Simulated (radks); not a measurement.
Initial-state core-level shifts of neutral caesium when its valence configuration changes from [Xe] 6s1. Calculated with a radial shooting solver on a logarithmic mesh with Libxc functionals: Dirac Kohn-Sham, PBE, spin-unpolarised, spherical densities, finite nucleus; open shells are shared between the two j in proportion to 2j + 1; Fermi nuclear charge, rms radius 4.8041 fm. Shifts are changes of the shell-averaged eigenvalues in eV (positive: less bound); the change of the density at the nucleus, which sets a Mossbauer isomer shift, is in e/bohr^3, on a base of 2.962e+05.

| valence | 1s | 2p | 3s | 5p | density at nucleus |
|---|---|---|---|---|---|
| 4f1 | -3.522 | -3.518 | -3.517 | -3.418 | -6.97 |
| 5d1 | -0.214 | -0.184 | -0.183 | -0.168 | -7.77 |
| 4f0.5 6s0.5 | -1.884 | -1.882 | -1.882 | -1.847 | -2.51 |
| 6p1 | -1.269 | -1.268 | -1.271 | -1.224 | -7.28 |
| 5d0.5 6s0.5 | -0.079 | -0.064 | -0.063 | -0.057 | -3.91 |
| 6s0.5 6p0.5 | -0.649 | -0.649 | -0.650 | -0.629 | -3.50 |
